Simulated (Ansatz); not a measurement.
Geometry optimisation, Ansatz, RKS PBE0-D4/def2-SVP.

The input (input.yaml):

```yaml
crystal:
  periodic: [false, false, false]
  atoms:
    - { symbol: Hf, position_ang: [0.0, 0.0, 0.0] }
    - { symbol: "N", position_ang: [0.0, 0.0, 2.21] }
    - { symbol: H, position_ang: [-0.877, -0.2713, 2.74] }
    - { symbol: H, position_ang: [0.877, 0.2713, 2.74] }
    - { symbol: O, position_ang: [1.952, 0.0, -0.6893] }
    - { symbol: H, position_ang: [2.2684, -0.9521, -0.806] }
    - { symbol: O, position_ang: [-0.975, 1.6891, -0.6893] }
    - { symbol: H, position_ang: [-1.9328, 1.4584, -0.9117] }
    - { symbol: O, position_ang: [-0.975, -1.6891, -0.6893] }
    - { symbol: H, position_ang: [-1.4296, -2.1548, 0.0831] }
basis:
  gaussian: { orbitals: def2-SVP }
hamiltonian:
  xc: pbe0
  dispersion: d4
relax:
  f_tol: 0.02
  max_steps: 40
output:
  orbitals: {}
```

Run as:

```bash
$ ansatz run input.yaml --threads 2 --pin off --max-ram 3072MiB --backend cpu --events-out ev --progress --plain --runs-dir out
```

Where does it end, and by what steps?

The forces met the threshold. After 8 steps the energy has fallen by 1.408 eV; H3 moved furthest, 0.81 Å.

```json
{"step": "0", "energy less start (eV)": "0.0000", "largest force component (eV/Å)": "2.615", "accepted": "yes"}
{"step": "1", "energy less start (eV)": "-0.8324", "largest force component (eV/Å)": "2.953", "accepted": "yes"}
{"step": "2", "energy less start (eV)": "-1.0978", "largest force component (eV/Å)": "1.326", "accepted": "yes"}
{"step": "3", "energy less start (eV)": "-1.2382", "largest force component (eV/Å)": "0.631", "accepted": "yes"}
{"step": "4", "energy less start (eV)": "-1.3063", "largest force component (eV/Å)": "0.442", "accepted": "yes"}
{"step": "5", "energy less start (eV)": "-1.3693", "largest force component (eV/Å)": "0.314", "accepted": "yes"}
{"step": "6", "energy less start (eV)": "-1.3940", "largest force component (eV/Å)": "0.345", "accepted": "yes"}
{"step": "7", "energy less start (eV)": "-1.4068", "largest force component (eV/Å)": "0.056", "accepted": "yes"}
{"step": "8", "energy less start (eV)": "-1.4076", "largest force component (eV/Å)": "0.016", "accepted": "yes"}
```

```xyz
10
Properties=species:S:1:pos:R:3
Hf -0.105 -0.156 0.111
N 0.005 0.070 2.139
H -0.689 0.517 2.733
H 0.762 -0.264 2.730
O 1.722 -0.244 -0.523
H 2.521 -0.362 -1.029
O -1.159 1.326 -0.553
H -1.682 1.928 -1.076
O -1.004 -1.817 -0.330
H -1.462 -2.646 -0.215
```

Whether the end is a true minimum wasn't checked by a vibrational analysis.

The run took 39 s on 2 threads of Arm Neoverse V1 (shared host), peak memory 0.25 GiB.
